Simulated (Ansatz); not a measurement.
`F[Si]([SiH3])(Cl)Cl` + `CC(N)O` → `CC(O)N[SiH3]` + `F[SiH](Cl)Cl`  (cleavage of the Si–Si bond)

Calculated with Ansatz (gas phase, PBE0-D4/def2-TZVP geometries, no zero-point term in ΔE). CCSD(T)/CBS is the MP2 limit (def2-TZVPP, def2-QZVPP) plus CCSD(T) − MP2 in def2-TZVPP, frozen cores. Functionals use def2-TZVPP. B3LYP here is the variant with VWN-RPA as its local correlation; programs differ in this. One conformer a species, not always the lowest.

```csv
level,ΔE (kcal/mol)
B3LYP-D4,-10.1
r2SCAN,-9.5
SCS-MP2/def2-TZVPP,-13.6
CCSD(T)/def2-TZVPP,-11.4
```

Question: What does CCSD(T)/CBS give? (Estimate.)

Answer: Computed: -11.0 kcal/mol. The listed levels differ from it by 0.9, 1.5, -2.6, -0.4 kcal/mol.

Largest T1 diagnostic among the species: 0.011.

In def2-TZVPP, CCSD(T) changes the Hartree–Fock value by +3.3 kcal/mol (the triples alone add +0.5 kcal/mol) and MP2 by +1.5 kcal/mol. From PBE to PBE0 (25 % exact exchange), in def2-TZVPP and without D4, ΔE moves by −1.8 kcal/mol.
